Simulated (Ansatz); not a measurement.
`N[SiH](F)F` + `C=N` → `C=N[SiH](F)F` + NH₃ at 500 K and 1 bar (ligand exchange at the Si–N bond).

Program: Ansatz. Geometries: PBE0-D4/def2-TZVP. ΔE: electronic, gas phase. CCSD(T)/CBS adds triple-zeta CCSD(T) − MP2 to the extrapolated MP2 energy (def2 sets, frozen cores). This one scheme is used for every species. One conformer a species, not always the lowest.

```csv
species,CCSD(T)/CBS energy (Eh),H − E (kJ/mol),S (J/(mol·K))
`N[SiH](F)F`,-545.34917,143.1,355.2
`C=N`,-94.52360,124.2,249.5
`C=N[SiH](F)F`,-583.35600,159.6,376.1
NH₃,-56.50880,108.2,211.8
```

H − E and S are ideal-gas, rigid-rotor, harmonic terms from PBE0-D4/def2-TZVP, for one conformer and one mirror image of each species. 1 Eh = 2625.50 kJ/mol, R = 8.31446 J/(mol·K).

Problem. By hand: ΔE, ΔH, ΔS and ΔG.

Solution. ΔE = (-583.35600) + (-56.50880) − (-545.34917) − (-94.52360) = 0.00797 Eh = 20.9 kJ/mol. Δ(H − E) = 159.6 + 108.2 − 143.1 − 124.2 = 0.5, so ΔH = 21.4 kJ/mol. ΔS = 376.1 + 211.8 − 355.2 − 249.5 = -16.8 J/(mol·K). ΔG = 21.4 − 500 × (-16.8)/1000 = 29.8 kJ/mol.

Problem. By hand: the equilibrium constant, and the temperature at which ΔG would vanish if ΔH and ΔS stayed fixed.

Solution. log₁₀ K = −ΔG/(RT ln 10) = -3.1. ΔH and −TΔS have one sign here, so there is no such temperature.

TΔS isn't small against ΔH here. A doubt of 5 kJ/mol in ΔE shifts log₁₀ K by 0.5 here. Other conformers and mirror images would add mixing entropy, several J/(mol·K) or more a flexible species. These are equilibria of isolated gas molecules and say nothing of rates. Largest T1 diagnostic: 0.013 (customary marks: 0.02 for closed shells, 0.045 for open ones).
